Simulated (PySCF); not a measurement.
Task: Give a GFN2-xTB geometry of `Cc1c[n-]c(F)c1`. (Charge -1.)

Result: 
```xyz
12
C5H5FN angstrom
C     -1.7615   -0.1538    0.0329
C     -0.2801    0.0581   -0.0185
C      0.3933    1.2253   -0.3308
N      1.7385    1.0747   -0.2854
C      1.8992   -0.2029    0.0597
F      3.1685   -0.7325    0.2067
C      0.7241   -0.8988    0.2428
H     -2.2826    0.7722   -0.2163
H     -2.0819   -0.9248   -0.6764
H     -2.0884   -0.4700    1.0296
H     -0.0320    2.1854   -0.5912
H      0.6041   -1.9334    0.5210
```

Orientation and origin are arbitrary. Atoms count from 1 in this order. The 2 C–N bonds span 1.333 Å (N4–C5, aromatic) to 1.354 Å (C3–N4, aromatic), a spread of 0.021 Å. The 5-membered ring C2–C3–N4–C5–C7 has internal angles of 103.6° to 114.6° (sum 540°, against 540° for a flat polygon); it is planar, 0.00 Å rms from its mean plane, widest ring torsion 0°. C7 (aromatic CH carbon) is planar (angles 128.3°, 127.9° and 103.9°, sum 360.0°, 0.00 Å off the plane of its three neighbours). The 7 heavy atoms lie in one plane (0.000 Å rms).

Bonds between heavy atoms (Å): C1–C2 1.497, C2–C3 1.383, C3–N4 1.354, N4–C5 1.333, C5–F6 1.383, C5–C7 1.378, C2–C7 1.412.

Computed geometry: GFN2-xTB, gas phase.

Point group: Cs (every atom within 0.08 Å of its image). No GFN2-xTB frequencies stand behind this structure, so it isn't proved a minimum.
